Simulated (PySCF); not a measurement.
Assigning NMR signals

Geometry:
```tsv
atom	x (Å)	y (Å)	z (Å)
B1	-1.360	-0.152	0.189
C2	-0.027	0.032	-0.611
B3	0.338	1.549	-0.476
C4	1.027	-0.939	-0.402
C5	1.910	-1.749	-0.222
H6	-2.324	0.505	-0.123
H7	-1.425	-0.929	1.109
H8	-0.426	0.022	-1.655
H9	1.389	1.893	0.006
H10	-0.455	2.376	-0.857
H11	2.692	-2.467	-0.061
```

Theoretical values (PySCF 2.14.0 with density-fitted response routines): J: B3LYP/pcJ-1 (spin–dipole term only in couplings to heteroatoms), structure optimised with PBE0-D3(BJ)/def2-SVP, NMR shieldings at HF/pcSseg-2/GIAO. Single conformer, in vacuum, no relativistic terms, fast rotation and ring inversion assumed for equivalent nuclei.

Chemical shifts δ = σref − σ; TMS for 13C and 1H, all at this level.

Problem. Assign these signals to the numbered atoms. 13C{1H} NMR (computed): δ 88.1 (C), 77.7 (CH), 49.2 (CH).

Solution. 
```tsv
δ (ppm)	atoms	environment	reason
88.1	C4	alkyne carbon	the triple bond shields along its axis, which puts it between sp3 and sp2 carbons
77.7	C5	terminal alkyne carbon	the triple bond shields along its axis, which puts it between sp3 and sp2 carbons
49.2	C2	propargylic sp3 CH bonded to 2 B	–
```

Problem. Assign these signals to the numbered atoms. 1H NMR (400 MHz, computed): δ 6.95 (br, 4H), 3.50 (d, J = 2.8 Hz, 1H), 2.56 (d, J = 2.8 Hz, 1H).

Solution. 
| δ (ppm) | atoms | environment | reason |
| --- | --- | --- | --- |
| 6.95 | H6/H7/H9/H10 | hydrogen on a boron bonded to C | – |
| 3.50 | H8 | hydrogen on a propargylic sp3 CH bonded to 2 B | – |
| 2.56 | H11 | hydrogen on a terminal alkyne carbon | it lies on the axis of the triple bond, in its shielding cone |

Hydrogens on boron are broadened and split by 11B (spin 3/2, 80 %) and 10B (spin 3). A carbon bonded to boron is broadened by the quadrupolar boron nucleus and is often missing from a measured spectrum. Splittings below 1 Hz are ignored in the labels, and close J values are merged. Shifts are as computed, not scaled to solution data. Of 1211 compounds with measured shifts, 218 miss one by over three times the rms of a fit or turn the order of signals round; such compounds aren't used in these exercises. Vicinal couplings across rotatable single bonds and in flexible rings belong to the one computed conformer; a conformer average would change them.
